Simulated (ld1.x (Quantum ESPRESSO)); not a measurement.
**PBEsol PAW dataset for chromium (Cr), scalar-relativistic all-electron reference.**

ld1.x (Quantum ESPRESSO) 7.5 input, shortened:

```
&input
   title='Cr', zed=24., rel=1, dft='PBESOL', iswitch=3,
   config='[Ar] 3d5 4s0 4p0'
 /
 &inputp
   pseudotype=3, lpaw=.true., tm=.true., lloc=-1, rcloc=2.15,
   nlcc=.true., new_core_ps=.true., rcore=2.20,
   which_augfun='BESSEL', rmatch_augfun=1.75
 /
6
4S  1  0   0.00   0.00  1.95  2.35  0.0
4S  1  0   0.00  -0.30  1.95  2.35  0.0
4P  2  1   0.00   0.00  2.75  3.70  0.0
4P  2  1   0.00   0.05  2.75  3.70  0.0
3D  3  2   5.00   0.00  1.80  2.10  0.0
3D  3  2   0.00   0.80  1.80  2.10  0.0
 &test
   configts(1)='3d5 4s0 4p0'
 /
```

Results:

| Property | Result |
| --- | --- |
| Cutoffs needed | 21 Ry and 35 Ry (the cutoffs (Ry, on a coarse ladder) from which the occupation-weighted sum of valence levels, in a spherical-Bessel basis at the reference potential, stays within 10 and 1 mRy of its value at 400 Ry) |
| Ghost test | no extra level below or beside the all-electron valence levels (s, p, d, f tested) (spherical-Bessel basis up to 400 Ry, 20 bohr box) |
| Configuration tests | test run stopped at test 1 of 7 (negative rho) |
| Lowest eigenvalue of the overlap operator | 0.18 (d channel) |

Generation and tests took about 1.3 s on one core of a shared server CPU.
